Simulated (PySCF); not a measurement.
**Two-component Hartree-Fock for Ti²¹⁺ (titanium, charge +21)**

Start: 1s1; 1s1/2 filled at m_j = +1/2. Calculated with PySCF 2.14 in an even-tempered Gaussian basis (15 s from 22 bohr⁻², ratio 2.4; 9 p from 29 bohr⁻², ratio 2.4; 3 d from 87 bohr⁻², ratio 2.6; 3 f from 130 bohr⁻², ratio 2.6): generalised Hartree-Fock with the X2C-1e Hamiltonian and a Gaussian nucleus; one run each with spin-orbit coupling (SO) switched off, then screened by Boettger's factors.

```csv
spinor shell,electrons,"ε, spin-free (eV)","ε, screened SO (eV)",weight of nominal j (screened SO),"rms radius, screened SO (bohr)"
1s1/2,1,-6628.1,-6628.1,1.000,0.0779
```

| quantity | spin-free | screened SO |
| --- | --- | --- |
| E (hartree) | -243.57857 | -243.57857 |
| M_J | 1/2 | 1/2 |
| ⟨J²⟩ | 0.750 | 0.750 |
| ⟨L²⟩ | 0.000 | 0.000 |
| ⟨S²⟩ | 0.750 | 0.750 |

Without spin-orbit coupling the j labels of p, d and f shells carry no meaning; the spin-free column gives the mean over the occupied spinors of each nl shell.
